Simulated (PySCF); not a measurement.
Input file for PySCF: R-M06-2X/def2-TZVPP on CH5InO (SMILES [CH3][InH][OH]), a point of a torsion scan. Elements past Kr take the def2 small-core potentials; no spin–orbit coupling.

```python
from pyscf import gto, dft

mol = gto.M(
    atom='''
    C    -1.40338857   -0.31616435    0.14714163
    In    0.36332386    0.98607235    0.34012147
    O     0.29551092    2.37155304   -1.02948141
    H    -1.35561481   -0.74767441   -0.84969548
    H    -2.26725167    0.34033380    0.21759876
    H    -1.44659720   -1.09450908    0.90264277
    H     1.75196700    1.07612705    1.37703605
    H     0.96779013    3.04256163   -1.12656879
    ''',
    basis='def2-tzvpp',
    ecp={'In': 'def2-tzvpp'},
    charge=0, spin=0, verbose=4, max_memory=1800)
mf = dft.RKS(mol, xc='m062x').density_fit(auxbasis='def2-universal-jkfit')
mf.grids.level = 4
mf.conv_tol = 1e-9
mf.max_cycle = 150
mf.kernel()
mf.dip_moment()
```

Output:

```
PySCF version 2.14.0

[INPUT] verbose = 4
[INPUT] num. atoms = 8
[INPUT] num. electrons = 40
[INPUT] charge = 0
[INPUT] spin (= nelec alpha-beta = 2S) = 0
[INPUT] symmetry False subgroup None
[INPUT] Mole.unit = angstrom
[INPUT] Symbol           X                Y                Z      unit          X                Y                Z       unit  Magmom
[INPUT]  1 C     -1.403388570000  -0.316164350000   0.147141630000 AA   -2.652020043645  -0.597464031851   0.278057382222 Bohr   0.0
[INPUT]  2 In     0.363323860000   0.986072350000   0.340121470000 AA    0.686582589920   1.863406680506   0.642736427384 Bohr   0.0
[INPUT]  3 O      0.295510920000   2.371553040000  -1.029481410000 AA    0.558434705618   4.481585735480  -1.945437915231 Bohr   0.0
[INPUT]  4 H     -1.355614810000  -0.747674410000  -0.849695480000 AA   -2.561740721304  -1.412899865246  -1.605691746481 Bohr   0.0
[INPUT]  5 H     -2.267251670000   0.340333800000   0.217598760000 AA   -4.284484711763   0.643137672933   0.411202061445 Bohr   0.0
[INPUT]  6 H     -1.446597200000  -1.094509080000   0.902642770000 AA   -2.733672520563  -2.068322402050   1.705747623619 Bohr   0.0
[INPUT]  7 H      1.751967000000   1.076127050000   1.377036050000 AA    3.310737809276   2.033585399736   2.602220998153 Bohr   0.0
[INPUT]  8 H      0.967790130000   3.042561630000  -1.126568790000 AA    1.828858291757   5.749608197810  -2.128906473583 Bohr   0.0

nuclear repulsion = 127.512908248856
number of shells = 68
number of NR pGTOs = 263
number of NR cGTOs = 182
basis = def2-tzvpp
ecp = {'In': 'def2-tzvpp'}


******** <class 'pyscf.df.df_jk.DFRKS'> ********
method = DFRKS
initial guess = minao
damping factor = 0
level_shift factor = 0
DIIS = <class 'pyscf.scf.diis.CDIIS'>
diis_start_cycle = 1
diis_space = 8
diis_damp = 0
SCF conv_tol = 1e-09
SCF conv_tol_grad = None
SCF max_cycles = 150
direct_scf = False
XC library pyscf.dft.libxc version 7.1.2
    S. Lehtola, C. Steigemann, M. J. T. Oliveira, and M. A. L. Marques,  SoftwareX 7, 1–5 (2018)
XC functionals = m062x
    Y. Zhao and D. G. Truhlar,  Theor. Chem. Acc. 120, 215 (2008)
    Y. Zhao and D. G. Truhlar,  Theor. Chem. Acc. 120, 215 (2008)
radial grids:
    Treutler-Ahlrichs [JCP 102, 346 (1995); DOI:10.1063/1.469408] (M4) radial grids

becke partition: Becke, JCP 88, 2547 (1988); DOI:10.1063/1.454033
pruning grids: <function nwchem_prune>
grids dens level: 4
symmetrized grids: False
atomic radii adjust function: <function treutler_atomic_radii_adjust>
small_rho_cutoff = 0
Set gradient conv threshold to 3.16228e-05
Initial guess from minao.
tot grids = 167536
******** <class 'pyscf.df.df.DF'> ********
auxbasis = def2-universal-jkfit
init E= -273.410627381978
  HOMO = -0.643607431074312  LUMO = -0.408708824629347  gap/eV = 6.39192
cycle= 1 E= -305.664717095586  delta_E= -32.3  |g|= 1.96  |ddm|= 46.7
  HOMO = -0.0997059165953297  LUMO = 0.0345684294457863  gap/eV = 3.65379
cycle= 2 E= -305.64990734267  delta_E= 0.0148  |g|=  2.2  |ddm|= 6.71
  HOMO = -0.299742941706199  LUMO = -0.00945657889145934  gap/eV = 7.89909
cycle= 3 E= -306.384585161003  delta_E= -0.735  |g|= 0.279  |ddm|= 2.19
  HOMO = -0.317723944707466  LUMO = -0.0224088959075992  gap/eV = 8.03593
cycle= 4 E= -306.390862369105  delta_E= -0.00628  |g|= 0.211  |ddm|= 0.273
  HOMO = -0.322704443912279  LUMO = -0.0245310842672737  gap/eV = 8.11371
cycle= 5 E= -306.398394699605  delta_E= -0.00753  |g|= 0.0103  |ddm|= 0.167
  HOMO = -0.321676523675642  LUMO = -0.0241142662772802  gap/eV = 8.09708
cycle= 6 E= -306.398417722076  delta_E= -2.3e-05  |g|= 0.00361  |ddm|= 0.0169
  HOMO = -0.322276884227755  LUMO = -0.0242584072656484  gap/eV = 8.10950
cycle= 7 E= -306.398420632015  delta_E= -2.91e-06  |g|= 0.00146  |ddm|= 0.00778
  HOMO = -0.322164208362054  LUMO = -0.0242997911192653  gap/eV = 8.10530
cycle= 8 E= -306.398421160887  delta_E= -5.29e-07  |g|= 0.000309  |ddm|= 0.00134
  HOMO = -0.322189082577893  LUMO = -0.0242968320206707  gap/eV = 8.10606
cycle= 9 E= -306.398421187547  delta_E= -2.67e-08  |g|= 7.86e-05  |ddm|= 0.000475
  HOMO = -0.322179930923028  LUMO = -0.0242921763699755  gap/eV = 8.10594
cycle= 10 E= -306.398421189409  delta_E= -1.86e-09  |g|= 1.03e-05  |ddm|= 0.000102
  HOMO = -0.322181819664422  LUMO = -0.0242934596917088  gap/eV = 8.10596
cycle= 11 E= -306.398421189481  delta_E= -7.21e-11  |g|= 2.22e-06  |ddm|= 2.9e-05
  HOMO = -0.322181439899019  LUMO = -0.0242930774769512  gap/eV = 8.10596
Extra cycle  E= -306.398421189482  delta_E= -1.36e-12  |g|= 1.65e-06  |ddm|= 5.76e-06
converged SCF energy = -306.398421189482
Dipole moment(X, Y, Z, Debye):  0.60892, -0.73466,  1.18462
```

Self-consistency was reached.

Cost: very roughly 28 core-seconds.
